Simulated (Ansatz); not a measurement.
Geometry optimisation of `B/C=C/C`.

```yaml
crystal:
  periodic: [false, false, false]
  atoms:
    - {symbol: B, position_ang: [-0.605309, 2.020676, 0.426196]}
    - {symbol: C, position_ang: [-0.124881, 0.574126, 0.611796]}
    - {symbol: C, position_ang: [0.059605, -0.257717, -0.454610]}
    - {symbol: C, position_ang: [0.509558, -1.686820, -0.379220]}
    - {symbol: H, position_ang: [-0.810645, 2.443637, -0.699945]}
    - {symbol: H, position_ang: [-0.794039, 2.759729, 1.375786]}
    - {symbol: H, position_ang: [0.077447, 0.152128, 1.615916]}
    - {symbol: H, position_ang: [-0.141354, 0.153313, -1.462418]}
    - {symbol: H, position_ang: [-0.197667, -2.289031, 0.230743]}
    - {symbol: H, position_ang: [1.494552, -1.763784, 0.129905]}
    - {symbol: H, position_ang: [0.598233, -2.163356, -1.373550]}
basis:
  gaussian: {orbitals: def2-TZVP}
hamiltonian: {xc: pbe0, dispersion: d4}
relax: {f_tol: 0.005, max_steps: 150}
```

```sh
$ ansatz run in.yaml --threads 2 --pin off --events-out ev --progress --plain --max-ram 4352MiB
```

It prints (some lines left out):

```
Functional definition: PBE0
mean field -3896.61964064 eV, -143.1981305697 hartree, gradient 5.5e-5 eV, S^2 0.000000; 0 other end points of the search recorded, 0 dependent functions left out
relax step   1: F+E_penalty+E_count = -3896.75750386 eV  Δ(F+E_penalty+E_count) = +0.000e0 eV  max|allowed force component| = 6.174e-1 eV/Å  Δτ_max = 0.0000 Å  (26 SCF iters, accepted)
mean field -3896.66629339 eV, -143.1998450266 hartree, gradient 1.2e-5 eV, S^2 0.000000; 0 other end points of the search recorded, 0 dependent functions left out
relax step   2: F+E_penalty+E_count = -3896.80487292 eV  Δ(F+E_penalty+E_count) = -4.737e-2 eV  max|allowed force component| = 1.675e-1 eV/Å  Δτ_max = 0.0324 Å  (32 SCF iters, accepted)
mean field -3896.66935973 eV, -143.1999577125 hartree, gradient 1.1e-5 eV, S^2 0.000000; 0 other end points of the search recorded, 0 dependent functions left out
relax step   3: F+E_penalty+E_count = -3896.80815322 eV  Δ(F+E_penalty+E_count) = -3.280e-3 eV  max|allowed force component| = 6.256e-2 eV/Å  Δτ_max = 0.0157 Å  (32 SCF iters, accepted)
mean field -3896.66946302 eV, -143.1999615087 hartree, gradient 1.1e-5 eV, S^2 0.000000; 0 other end points of the search recorded, 0 dependent functions left out
relax step   4: F+E_penalty+E_count = -3896.80825372 eV  Δ(F+E_penalty+E_count) = -1.005e-4 eV  max|allowed force component| = 6.110e-2 eV/Å  Δτ_max = 0.0137 Å  (31 SCF iters, accepted)
mean field -3896.67269586 eV, -143.2000803134 hartree, gradient 1.5e-5 eV, S^2 0.000000; 0 other end points of the search recorded, 0 dependent functions left out
relax step   5: F+E_penalty+E_count = -3896.81143004 eV  Δ(F+E_penalty+E_count) = -3.176e-3 eV  max|allowed force component| = 1.174e-1 eV/Å  Δτ_max = 0.1248 Å  (29 SCF iters, accepted)
mean field -3896.65925928 eV, -143.1995865280 hartree, gradient 2.3e-5 eV, S^2 0.000000; 0 other end points of the search recorded, 0 dependent functions left out
relax step   6: F+E_penalty+E_count = -3896.79784126 eV  Δ(F+E_penalty+E_count) = +1.359e-2 eV  max|allowed force component| = 6.447e-1 eV/Å  Δτ_max = 0.1951 Å  (29 SCF iters, rejected (line search))
mean field -3896.68261180 eV, -143.2004447172 hartree, gradient 1.3e-5 eV, S^2 0.000000; 0 other end points of the search recorded, 0 dependent functions left out
relax step   7: F+E_penalty+E_count = -3896.82138735 eV  Δ(F+E_penalty+E_count) = -9.957e-3 eV  max|allowed force component| = 1.083e-1 eV/Å  Δτ_max = 0.0975 Å  (29 SCF iters, accepted)
mean field -3896.69311324 eV, -143.2008306379 hartree, gradient 1.3e-5 eV, S^2 0.000000; 0 other end points of the search recorded, 0 dependent functions left out
relax step   8: F+E_penalty+E_count = -3896.83200548 eV  Δ(F+E_penalty+E_count) = -1.062e-2 eV  max|allowed force component| = 1.977e-1 eV/Å  Δτ_max = 0.0972 Å  (30 SCF iters, accepted)
mean field -3896.72049549 eV, -143.2018369171 hartree, gradient 1.8e-5 eV, S^2 0.000000; 0 other end points of the search recorded, 0 dependent functions left out
relax step   9: F+E_penalty+E_count = -3896.85922132 eV  Δ(F+E_penalty+E_count) = -2.722e-2 eV  max|allowed force component| = 9.201e-2 eV/Å  Δτ_max = 0.1500 Å  (29 SCF iters, accepted)
mean field -3896.73012139 eV, -143.2021906624 hartree, gradient 2.4e-5 eV, S^2 0.000000; 0 other end points of the search recorded, 0 dependent functions left out
relax step  10: F+E_penalty+E_count = -3896.86864065 eV  Δ(F+E_penalty+E_count) = -9.419e-3 eV  max|allowed force component| = 4.997e-1 eV/Å  Δτ_max = 0.2000 Å  (29 SCF iters, accepted)
mean field -3896.74266289 eV, -143.2026515542 hartree, gradient 1.3e-5 eV, S^2 0.000000; 0 other end points of the search recorded, 0 dependent functions left out
relax step  11: F+E_penalty+E_count = -3896.88141119 eV  Δ(F+E_penalty+E_count) = -1.277e-2 eV  max|allowed force component| = 6.562e-2 eV/Å  Δτ_max = 0.0866 Å  (30 SCF iters, accepted)
mean field -3896.74389160 eV, -143.2026967086 hartree, gradient 1.2e-5 eV, S^2 0.000000; 0 other end points of the search recorded, 0 dependent functions left out
relax step  12: F+E_penalty+E_count = -3896.88252828 eV  Δ(F+E_penalty+E_count) = -1.117e-3 eV  max|allowed force component| = 4.863e-2 eV/Å  Δτ_max = 0.0548 Å  (31 SCF iters, accepted)
mean field -3896.74415414 eV, -143.2027063565 hartree, gradient 1.1e-5 eV, S^2 0.000000; 0 other end points of the search recorded, 0 dependent functions left out
relax step  13: F+E_penalty+E_count = -3896.88285238 eV  Δ(F+E_penalty+E_count) = -3.241e-4 eV  max|allowed force component| = 5.815e-3 eV/Å  Δτ_max = 0.0113 Å  (32 SCF iters, accepted)
mean field -3896.74418766 eV, -143.2027075885 hartree, gradient 1.1e-5 eV, S^2 0.000000; 0 other end points of the search recorded, 0 dependent functions left out
relax step  14: F+E_penalty+E_count = -3896.88287151 eV  Δ(F+E_penalty+E_count) = -1.913e-5 eV  max|allowed force component| = 5.010e-3 eV/Å  Δτ_max = 0.0049 Å  (32 SCF iters, accepted)
mean field -3896.74418888 eV, -143.2027076332 hartree, gradient 1.1e-5 eV, S^2 0.000000; 0 other end points of the search recorded, 0 dependent functions left out
relax step  15: F+E_penalty+E_count = -3896.88287670 eV  Δ(F+E_penalty+E_count) = -5.188e-6 eV  max|allowed force component| = 1.274e-3 eV/Å  Δτ_max = 0.0021 Å  (32 SCF iters, accepted)
mean field -3896.74418888 eV, -143.2027076332 hartree, gradient 1.1e-5 eV, S^2 0.000000; 1 other end points of the search recorded, 0 dependent functions left out
Total energy: -3896.88290994 eV, -143.2078055382 hartree
Atom 0 at    -0.574453     2.008326     0.412005 Å, force     0.000393     0.000073     0.000961 eV/Å
Atom 1 at     0.023463     0.616708     0.591671 Å, force     0.000344    -0.000819     0.000300 eV/Å
Atom 2 at    -0.052413    -0.295468    -0.393225 Å, force    -0.000275     0.000615     0.000149 eV/Å
Atom 3 at     0.482408    -1.678158    -0.352272 Å, force    -0.000174    -0.000021    -0.000848 eV/Å
Atom 4 at    -1.114195     2.277715    -0.625022 Å, force    -0.000228     0.000526     0.000184 eV/Å
Atom 5 at    -0.521687     2.838755     1.273315 Å, force    -0.000164    -0.000402    -0.001274 eV/Å
Atom 6 at     0.525538     0.317438     1.511902 Å, force     0.000018     0.000522     0.000554 eV/Å
Atom 7 at    -0.552918    -0.004054    -1.316615 Å, force     0.000150    -0.000745    -0.000104 eV/Å
Atom 8 at    -0.321198    -2.404182    -0.515957 Å, force    -0.000066    -0.000075     0.000143 eV/Å
Atom 9 at     0.969295    -1.899718     0.598185 Å, force    -0.000305     0.000206    -0.000306 eV/Å
Atom 10 at     1.201660    -1.834461    -1.163388 Å, force     0.000306     0.000118     0.000241 eV/Å
Dipole moment:     0.112533    -0.428477    -0.112995 e Å
```

Run time 38 s (2 threads of an Arm Neoverse V2 on a shared host); peak host memory 0.32 GiB.
